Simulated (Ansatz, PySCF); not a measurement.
Complex: aminoborane (SMILES BN) (first 6 atoms) with aminoborane (SMILES BN); geometry from B3LYP-D3(BJ)/def2-TZVP.
(charge 0, multiplicity 1):
| atom | x (Å) | y (Å) | z (Å) |
|---|---|---|---|
| B | -0.7839 | 0.3552 | -0.2907 |
| N | 0.4300 | -0.1995 | 0.0779 |
| H | -1.0886 | 0.4051 | -1.4420 |
| H | -1.5094 | 0.7811 | 0.5601 |
| H | 0.7315 | -0.2696 | 1.0382 |
| H | 1.0855 | -0.5799 | -0.5849 |
| B | 0.2390 | -0.7067 | 3.9966 |
| N | -0.0232 | 0.4560 | 3.2829 |
| H | -0.4720 | -1.6512 | 3.8427 |
| H | 1.1787 | -0.7354 | 4.7305 |
| H | 0.5197 | 1.2987 | 3.3832 |
| H | -0.8131 | 0.5657 | 2.6653 |

Basis-set superposition error: the interaction energy with monomers in their own basis, and in the dimer's basis (counterpoise).

Codes used: Ansatz (Gaussian basis) for Hartree–Fock, density functionals and correlated methods; PySCF for 6-31G* rows, M06-2X. 

```csv
level,uncorrected (kcal/mol),counterpoise (kcal/mol),difference
HF/6-31G*,-1.38,-0.49,0.90
HF/aug-cc-pVDZ,-0.37,-0.09,0.29
revPBE/def2-TZVPPD,-0.57,-0.48,0.08
B3LYP/def2-TZVPPD,-1.25,-1.17,0.08
M06-2X/def2-TZVPPD,-2.73,-2.64,0.09
CAM-B3LYP/def2-TZVPPD,-1.87,-1.80,0.08
wB97X-V/def2-TZVPPD,-2.66,-2.61,0.06
MP2/6-31G*,-3.51,-1.81,1.70
SCS-MP2/aug-cc-pVDZ,-2.78,-1.73,1.05
CCSD(T)/aug-cc-pVDZ,-3.36,-2.34,1.02
```

The error is largest for MP2/6-31G* (1.70 kcal/mol) and smallest for wB97X-V/def2-TZVPPD (0.06 kcal/mol).

Ansatz is an electronic-structure program.
